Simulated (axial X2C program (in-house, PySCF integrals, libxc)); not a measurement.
**Working with the constants of TiI**

A bond curve at the CCSD(T) level, 2c, was computed with an in-house all-electron X2C program for linear molecules (integrals from PySCF) (basis I dyall-cv3z [11s12p8d4f1g], Ti dyall-cv3z [10s10p6d4f2g] (cores contracted in-house)) for the state Ω = 3/2 (⟨Sz⟩ = -1.50, ⟨Lz⟩ = 3.00 at HF). Its fit gives Re = 2.6880 Å, ωe = 243.6 cm⁻¹, ωexe = 0.562 cm⁻¹ and αe = 2.328e-04 cm⁻¹; the masses are 126.9045 and 47.9479 u. Two-component means X2C with spin–orbit coupling and atomic mean-field Coulomb and Gaunt terms.

Correlated methods: 11 electrons correlated (number of frozen shells: I 4 s, 3 p, 2 d; Ti 3 s, 2 p), 329 virtual spin orbitals or spinors in MP2, 90 natural virtuals in coupled cluster.

(1) Find the reduced mass, Be and the force constant.

(2) Estimate De from a Morse curve and compare with the computed well depth of 2.632 eV to I + Ti.

(3) Where do the fundamental and the first overtone lie?

(4) A Morse curve ties αe to the other constants (Pekeris). How well does that hold?

(5) Estimate the centrifugal constant by the Kratzer relation.

One determinant describes the state; a PBE0 search over occupations chose it and may have missed a lower one. De is counted from the lowest determinant-based energies of the atoms at the same level, without counterpoise correction. CCSD and (T) use frozen natural virtuals with an MP2 correction for the truncation; (T) itself is uncorrected, so its De runs slightly low. The 2c atoms are single determinants rather than J levels; their spin–orbit lowering is only partly caught, and De is too large by that part. This holds for CCSD(T). Other states lie close and PBE0, whose exact exchange favours high spin, may order them wrongly; the determinant shown need not be the ground state. The nearest other 2c determinant of the search, Ω = 9/2, lies 0.07 eV up at the distance of the search. With several unpaired electrons one determinant need not be a pure state. The outer-core s and p shells of the metal are frozen in the correlated rows, which leaves out core–valence correlation; for alkali and alkaline-earth bonds that tends to lengthen them. With the outer-core shells frozen, correlated bond lengths of heavy atoms tend to come out a few hundredths of an ångström too long.

## Answers

(1) From the CCSD(T) values: μ = 34.7997 u. Be = 16.8576/(μ Re²) = 0.06704 cm⁻¹. k = 5.8918×10⁻⁷ μ ωe² = 1.22 mdyn/Å.

(2) De(Morse) = ωe²/(4ωexe) = 3.273 eV against 2.632 eV computed, a ratio of 1.24. The extrapolation overshoots: the well softens faster than a Morse curve, or the lowest atomic limit lies below the one to which the curve heads.

(3) ν(1←0) = ωe − 2ωexe = 242.5 cm⁻¹; ν(2←0) = 2ωe − 6ωexe = 483.8 cm⁻¹.

(4) αe(Morse) = 6Be²/ωe × (√(ωexe/Be) − 1) = 2.098e-04 cm⁻¹; the CCSD(T) curve gives 2.328e-04 cm⁻¹, a ratio of 0.90.

(5) D = 4Be³/ωe² = 2.03e-08 cm⁻¹.
